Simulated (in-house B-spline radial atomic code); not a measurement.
Ionisation energies with and without relativity, with size and susceptibility from the Dirac run. Dirac energy differences include first-order Breit, QED and recoil terms. NIST's values go from ground level to ground level; the uncertainty of those that are theory runs from under 0.1 % in few-electron ions to several per cent in heavy many-electron ones. Computed with an all-electron radial atomic-structure program (B-spline basis): non-relativistic Hartree-Fock and Dirac-Hartree-Fock, averages of the configuration (point nuclei without relativity, finite nuclei with it).

| ion | configuration | configuration after | ionisation non-relativistic (eV) | ionisation Dirac Breit and QED (eV) | tabulated value (eV) | tabulated kind | radius at density 0.001 (bohr) | diamagnetic susceptibility (10⁻⁶ cm³/mol) |
| --- | --- | --- | --- | --- | --- | --- | --- | --- |
| Br5+ | [Ar] 3d10 4s2 | [Ar] 3d10 4s1 | 84.06 | 85.28 | 87.39 | measured | 2.779 | -9.7259 |
| Kr5+ | [Ar] 3d10 4s2 4p1 | [Ar] 3d10 4s2 | 76.58 | 76.83 | 78.49 | semi-empirical | 2.865 | -10.939 |
| Rb5+ | [Ar] 3d10 4s2 4p2 | [Ar] 3d10 4s2 4p1 | 81.37 | 81.64 | 82.9 | tabulated theory | 2.874 | -11.871 |
| Sr5+ | [Ar] 3d10 4s2 4p3 | [Ar] 3d10 4s2 4p2 | 86.22 | 86.53 | 88 | tabulated theory | 2.852 | -12.584 |
| Zr5+ | [Ar] 3d10 4s2 4p5 | [Ar] 3d10 4s2 4p4 | 96.15 | 96.54 | 96.38 | semi-empirical | 2.772 | -13.534 |
| Nb5+ | [Ar] 3d10 4s2 4p6 | [Ar] 3d10 4s2 4p5 | 101.23 | 101.67 | 102.069 | semi-empirical | 2.725 | -13.834 |
| Mo5+ | [Kr] 4d1 | [Ar] 3d10 4s2 4p6 | 68.18 | 67.52 | 68.82704 | measured | 2.801 | -14.603 |
| Tc5+ | [Kr] 4d2 | [Kr] 4d1 | 71.72 | 71.01 | 72 | tabulated theory | 2.822 | -15.155 |
| Ru5+ | [Kr] 4d3 | [Kr] 4d2 | 75.23 | 74.48 | 76 | tabulated theory | 2.815 | -15.545 |
| Rh5+ | [Kr] 4d4 | [Kr] 4d3 | 78.72 | 77.93 | 80 | tabulated theory | 2.793 | -15.811 |
| Pd5+ | [Kr] 4d5 | [Kr] 4d4 | 82.20 | 81.37 | 84.1 | tabulated theory | 2.762 | -15.982 |
| Ag5+ | [Kr] 4d6 | [Kr] 4d5 | 85.67 | 84.79 | 82 | tabulated theory | 2.728 | -16.08 |
